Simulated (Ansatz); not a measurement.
Br$_{2}$Si (SMILES Br[Si]Br), singlet, at a GFN2-xTB geometry. Base run: HF/3-21G in Ansatz (a first-principles code).

Geometry (Å):
```xyz
3

Si    -0.0231    -0.0044     1.2071
Br     0.9530    -1.4516    -0.2286
Br    -0.9437     1.4534    -0.2542
```
All else is at Ansatz's defaults.

The base run was repeated with changes; each row names its change, and settings that it needs were set with it.

```
change                                        E (Eh)
---------------------------------------  -----------
base                                     -5407.54630
functional = blyp                        -5411.57013
functional = wB97X-V                     -5410.99855
functional = r2scan                      -5411.28361
functional = b3lyp5                      -5411.27353
functional = wB97X                       -5411.57687
functional = BHLYP                       -5411.53375
functional = B97M-V                      -5410.36725
functional = revpbe                      -5411.02641
functional = b3lyp; dispersion = d3bj    -5411.61470
functional = b3lyp                       -5411.60657
functional = blyp; dispersion = d3bjatm  -5411.57964
functional = pbe                         -5410.60970
```

Total energies compare only within one method and basis.
